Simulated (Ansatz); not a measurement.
Mulliken charges of CH4AlFS (`[CH3][Al]([F])[SH]`) from B3LYP/def2-TZVPP in Ansatz (PBE0-D4/def2-TZVP geometry).

| atom | x (Å) | y (Å) | z (Å) | charge (e) |
| --- | --- | --- | --- | --- |
| C1 | 0.518 | 0.728 | -0.745 | -0.444 |
| Al2 | -0.100 | -0.904 | 0.091 | 0.639 |
| F3 | 0.245 | -2.379 | -0.561 | -0.352 |
| S4 | -1.284 | -0.988 | 1.916 | -0.266 |
| H5 | 1.184 | 0.518 | -1.584 | 0.111 |
| H6 | 1.054 | 1.359 | -0.031 | 0.103 |
| H7 | -0.325 | 1.315 | -1.122 | 0.103 |
| H8 | -1.290 | 0.351 | 2.037 | 0.106 |

By hand: the dipole of these point charges (1 e Å = 4.8032 D).

Σ q r = (0.031, 0.569, -0.002) e Å, of length 0.570 e Å = 2.74 D.

How does the dipole of the full density compare? (Estimate.)

Computed: (0.068, 0.521, -0.063) e Å, 2.54 D; the point charges give 1.08 times that, at 8° from its direction.

Point charges leave out the atoms' own dipoles, such as those of lone pairs, and Mulliken's split depends on the basis, so the close match here is no proof of good charges.

B3LYP here is the variant with VWN-RPA as its local correlation; programs differ in this.
